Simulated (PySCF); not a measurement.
Species: C₅H₁₀NSi (doublet state).
Geometry (GFN2-xTB, Å), atoms numbered from 1 in this order:
```xyz
17
C5H10NSi angstrom
C     -2.8176   -0.5821    0.4040
C     -1.5138   -0.4103    0.3503
C     -0.5938    0.6963    0.7897
C      0.6095   -0.2121    0.4235
N      1.5718    0.3037   -0.5066
Si     2.9812    1.1482   -0.0008
C     -0.3745   -1.2656   -0.1345
H     -3.4711    0.1689    0.8156
H     -3.2841   -1.4821    0.0396
H     -0.6725    0.9887    1.8359
H     -0.6578    1.5920    0.1702
H      1.1503   -0.5613    1.3048
H      1.1382    0.5582   -1.3821
H      3.7880    0.2437    0.8065
H      2.7787    2.4490    0.6381
H     -0.3294   -1.3633   -1.2197
H     -0.3102   -2.2598    0.3051
```

The hyperfine couplings belong to this conformer and change with its torsions.

Identity: `C=C1CC(N[SiH2])C1` [radical].

Method used: UKS B3LYP, pcH-1 on C H N Si, non-relativistic, mean-field spin-orbit, GIAO in PySCF 2.14.0. Isolated species at its GFN2-xTB geometry (one conformer only). A GFN2-xTB geometry isn't a minimum of the functional, and hyperfine couplings can be far from their values at a DFT geometry, by a factor of two or more for some ions and for spin on atoms past the first row. Stability of the SCF solution: not tested.

(1) What is the g tensor, term by term?

(2) What effective moment and Curie constant follow for a powder?

(3) Average each term over the three axes. Which is largest in size?

(4) What are the electron Larmor frequencies g μB B/h along the three axes at 1200 mT?

(5) In a frozen sample, at which fields do the three g values resonate at 9.5, 34, 94 and 263 GHz (hyperfine left aside), and which band first spreads them over more than twice a line width of 0.3 mT?

Answers

(1) 
```json
{"Δg (ppm)": "relativistic mass correction", "1": "-133", "2": "-133", "3": "-133"}
{"Δg (ppm)": "gauge correction", "1": "38", "2": "64", "3": "67"}
{"Δg (ppm)": "orbital Zeeman/spin–orbit", "1": "-203", "2": "139", "3": "2034"}
{"Δg (ppm)": "total", "1": "-298", "2": "69", "3": "1968"}
```

So g = 2.00202, 2.00239, 2.00429 and g_iso = 2.00290; the tensor is rhombic: the two nearest values differ by 16 % of g3 − g1. 

(2) With the mean of g² = 4.0116 and S(S+1) = 0.75: μ_eff = √(⟨g²⟩S(S+1)) = 1.735 μB and χT = 0.12505·⟨g²⟩·S(S+1) = 0.376 cm³ K/mol (cgs; spin-Hamiltonian part alone).

(3) The orbital-Zeeman/spin–orbit term 656, the mass correction -133 and the gauge correction 56 ppm, for a total of 580 ppm. The orbital-Zeeman/spin–orbit term is the largest in size. The mass correction is the same along every axis, so the anisotropy comes from the other two: their spans along these axes are 29 (gauge) and 2237 ppm (orbital Zeeman/spin–orbit).

(4) 33.6249, 33.6311, 33.6630 GHz for g1, g2 and g3, a range of 38.1 MHz.

(5) 
| band | GHz | B(g3) mT | B(g2) mT | B(g1) mT | spread mT |
| --- | --- | --- | --- | --- | --- |
| X | 9.5 | 338.65 | 338.97 | 339.03 | 0.38 |
| Q | 34.0 | 1212.01 | 1213.16 | 1213.39 | 1.37 |
| W | 94.0 | 3350.86 | 3354.04 | 3354.65 | 3.79 |
| J | 263.0 | 9375.28 | 9384.17 | 9385.89 | 10.61 |

The spread grows in proportion to the frequency. Q band is the first where it exceeds 0.6 mT.

The largest Mulliken spin population is on Si6 (+0.97). The angles at Si6 add up to 337.8°, so it is pyramidal.

The HOMO–LUMO gaps are 5.42 eV among the α and 4.15 eV among the β orbitals.

On an Arm Neoverse V1 with one thread, shared host with 32 logical CPUs at a one-minute load of 11, this took 80 s of wall time (with the writing of density and orbital grids) and 1.1 GiB of memory at its peak.
